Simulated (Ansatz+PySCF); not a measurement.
Results of a calculation; reference values are marked as such.
Several solutions for quartet CoCl₂

```yaml
atoms:
  - { symbol: Co, position_ang: [0.0000, 0.0000, 0.0000] }
  - { symbol: Cl, position_ang: [0.0000, 0.0000, 2.1736] }
  - { symbol: Cl, position_ang: [0.0000, 0.0000, -2.1736] }
```

Basis set: def2-SVP (spherical functions). Charge 0, multiplicity 4.

ROHF was run from several starts with Ansatz (development build ahead of 0.2.0) and PySCF 2.14.0.

| run | program | start | converged | energy (hartree) | <S²> |
| --- | --- | --- | --- | --- | --- |
| A | Ansatz | search for the lowest state | yes | -2300.05473 | 3.75 |
| B | PySCF | program defaults | yes | -2300.01082 | 3.75 |
| C | Ansatz | stability test followed | yes | -2300.05473 | 3.75 |
| D | Ansatz | atomic start, no search | yes | -2300.05350 | 3.75 |

Task: Which runs reached the lowest solution of this kind, and what is wrong with the others?

Result: A, C reached the lowest solution found. Converged but too high: B by 1.19 eV, D by 0.03 eV. Convergence only shows a stationary point, and even a stable one can lie too high; stability tests and further starts are what find lower ones. Caution: other spin multiplicities were not run.
